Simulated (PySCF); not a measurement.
These compounds are isomers of formula C6H5F5.

A. SMILES C[C@@H](C(F)=C(F)F)/C(F)=C\F
B. SMILES C=C/C=C\C(F)(F)C(F)(F)F
C. `C=CC(=C)C(F)(F)C(F)(F)F`

Spectrum 1. ¹H NMR (300 MHz, computed): δ 7.60 (m, 1H), 3.56 (m, 1H), 1.68 (d, 3H). ¹³C{¹H} NMR (computed): δ 166.9 (C), 160.4 (C), 152.8 (CH), 141.0 (C), 42.1 (CH), 17.1 (CH3).

Spectrum 2. ¹H NMR (300 MHz, computed): δ 6.60 (m, 1H), 6.21 (m, 1H), 6.17 (m, 1H), 5.95 (m, 1H), 5.84 (m, 1H). ¹³C{¹H} NMR (computed): δ 145.5 (C), 139.1 (CH), 133.6 (CH2), 129.5 (CH2), 128.9 (C), 122.0 (C).

Spectrum 3. ¹H NMR (300 MHz, computed): δ 7.32 (m, 1H), 6.74 (m, 1H), 5.93 (m, 1H), 5.88 (m, 1H), 5.77 (m, 1H). ¹³C{¹H} NMR (computed): δ 149.6 (CH), 141.0 (CH), 135.0 (CH2), 129.6 (C), 125.9 (CH), 121.5 (C).

Method: shielding tensors at PBE0/pcSseg-1 (GIAO), geometry from GFN2-xTB, in PySCF 2.14 (a single conformation, isolated molecule, non-relativistic Hamiltonian, fast rotation and ring inversion assumed for equivalent nuclei).

Scale: ¹H and ¹³C vs TMS (reference shieldings calculated alike). Splittings of carbon signals by F and P are missing where no couplings were computed. Where no couplings were computed, multiplicities follow the n + 1 count of equivalent neighbours, and m marks all less simple cases (inequivalent or close neighbours, rings, F or P nearby). Shifts are as computed. Against solution values, carbons near 30 ppm lie about +3 ppm off and those near 130 ppm about +5 ppm. Of 1211 compounds with measured shifts, 218 miss one by over three times the rms of a fit or turn the order of signals round; such compounds aren't used in these exercises.

Q: Which spectrum belongs to which compound?

A: 1–A, 2–C, 3–B.

- Spectrum 1 (A): 6 ¹³C signals; δC 160.4 is a fully substituted alkene carbon; δC 152.8 is an alkene CH.
- Spectrum 2 (C): 6 ¹³C signals; δC 145.5 is a fully substituted alkene carbon; δC 139.1 is an alkene CH.
- Spectrum 3 (B): 6 ¹³C signals; δC 149.6 is an alkene CH; δC 141.0 is an alkene CH.
